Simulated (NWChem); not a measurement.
System: CH6O2Si; SMILES C(O)[SiH2]O

```xyz
10

O     -0.6678    -1.5490     0.2162
C      0.5646    -1.0649    -0.2919
Si     0.5336     0.7846     0.1365
O     -1.0355     1.2607    -0.1556
H     -0.7653    -2.4781    -0.0151
H      0.6383    -1.1920    -1.3905
H      1.4389    -1.5786     0.1538
H      1.4591     1.5667    -0.7317
H      0.9297     0.9776     1.5658
H     -1.6253     0.5038    -0.0319
```
Atoms are numbered in this order, from 1.

Level: PBE0/def2-SVP (NWChem), optimised geometry, unscaled harmonic frequencies. 

List the harmonic frequencies with IR intensities, and the thermochemistry.


```csv
frequency (cm⁻¹),IR intensity (km/mol)
85,6.4
190,3.6
260,81.7
353,41.0
424,132.6
559,47.8
664,15.5
724,12.3
812,59.5
863,56.4
921,57.2
978,327.1
985,116.4
1091,61.5
1173,34.3
1225,4.7
1357,11.5
1475,5.0
2222,156.7
2253,126.1
3005,34.1
3058,33.6
3845,115.6
3879,48.9
```

```
Item                                                                               Result
-----------------------------------------------------------------------  ----------------
zero-point energy                                                           46.3 kcal/mol
thermal correction to the enthalpy at 298.15 K (with zero-point energy)     50.7 kcal/mol
heat capacity Cv                                                         20.7 cal/(mol K)
entropy at 298.15 K and 1 atm (symmetry number 1)                        75.9 cal/(mol K)
dipole moment                                                                      3.08 D
```

Rigid rotor and harmonic oscillator; modes under 100 cm⁻¹ make the entropy uncertain.
